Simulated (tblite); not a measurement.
Species: C5H6F3P.
Numbering: `[F:1][C:2]([F:3])=[C:4]([F:5])[PH:6][CH:7]1[CH2:8][CH2:9]1` (hydrogens: H10 on P6; H11 on C7; H12, H13 on C8; H14, H15 on C9)

Structure optimised with GFN2-xTB, isolated species.

(1) Give the optimised bond lengths and angles.

Answers

(1) 
```csv
bond,length (pm),order
F1–C2,132.5,single
C2–F3,133.0,single
C2=C4,132.7,double
C4–F5,134.7,single
C4–P6,183.7,single
P6–C7,183.9,single
"C7–C8, C7–C9",150.1,single
C8–C9,149.5,single
P6–H10,139.7,single
C7–H11,108.5,single
"C8–H12, C9–H15",108.1,single
"C8–H13, C9–H14",107.9,single
```

Bonds in one row agree within 1 pm and their mean is given. Orders are formal, as drawn. A selection of angles:
```csv
angle,degrees
F1–C2–F3,110.6
F1–C2–C4,126.9
F3–C2–C4,122.6
C2–C4–F5,118.7
C2–C4–P6,127.5
F5–C4–P6,113.7
C4–P6–C7,95.9
C4–P6–H10,93.5
C7–P6–H10,96.3
P6–C7–C8,121.0
P6–C7–C9,119.6
P6–C7–H11,112.3
C8–C7–C9,59.7
C8–C7–H11,117.8
C7–C8–C9,60.1
C7–C8–H12,118.5
C7–C8–H13,118.0
C9–C8–H12,118.0
C9–C8–H13,118.7
H12–C8–H13,113.6
C7–C9–H15,118.4
```

Torsions: F1–C2–C4–F5 1° (synperiplanar); C2–C4–P6–C7 114° (anticlinal); C4–P6–C7–C8 -68° (synclinal); P6–C7–C8–C9 -108° (anticlinal); P6–C7–C9–C8 111° (anticlinal). The mirror-image conformer, all signs reversed, is as good.

The 3-membered ring C7–C8–C9 has internal angles of 59.7° to 60.1°. The C–F distances run from 1.325 Å (F1–C2, drawn single) to 1.347 Å (C4–F5, drawn single), a spread of 0.022 Å. Of the pairs four or more bonds apart, F3···H10 is among the closest relative to their van der Waals radii: 2.50 Å, 94 % of the sum of Bondi's values. P6 (phosphine phosphorus) is pyramidal (angles 96.3°, 95.9° and 93.5°, sum 285.7°, 0.86 Å off the plane of its three neighbours). The C–C distances run from 1.327 Å (C2=C4, drawn double) to 1.501 Å (C7–C8, drawn single), a spread of 0.174 Å.

Point group: C1 (no symmetry element, even within 0.4 Å). Its GFN2-xTB frequencies are all real (lowest 23 cm⁻¹). One conformer, not necessarily the lowest. 3 starts were optimised and ended at 0.00, 0.16 and 1.45 kcal/mol (GFN2-xTB); the lowest of these is shown.

The numbers are calculated, not measured.
